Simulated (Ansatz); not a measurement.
CrO₂F, SMILES [O]=[Cr](=[O])[F] (connectivity only; charge and spin as stated), neutral, multiplicity 2.

Geometry: PBE0-D3(BJ)/def2-SVP. The geometry has at least one imaginary mode, so it is a saddle point at that level. The multiplicity is an assumed one; other spin states were not compared. The isomer is the one that the SMILES or the coordinates give; other isomers of the formula were not compared.

Two levels are set side by side: PBE/def2-SVPD (Ansatz, a first-principles code) and PBE0/def2-SVPD (Ansatz). Energy differences of separate SCF runs at the same geometry; the states with an electron removed or added have multiplicity 1 and 3. Differences are taken from unrounded values.

```json
[
 {"quantity": "vertical ionisation energy (eV)", "PBE": "10.76"},
 {"quantity": "vertical electron affinity (eV)", "PBE": "2.20"}
]
```

Question: These are the PBE values. What does PBE0 give? (An estimate is asked for; the answer gives what the named calculation found.)

Answer: 
| quantity | PBE0 | PBE minus PBE0 |
|---|---|---|
| vertical ionisation energy (eV) | 11.64 | -0.88 |
| vertical electron affinity (eV) | 2.92 | -0.72 |
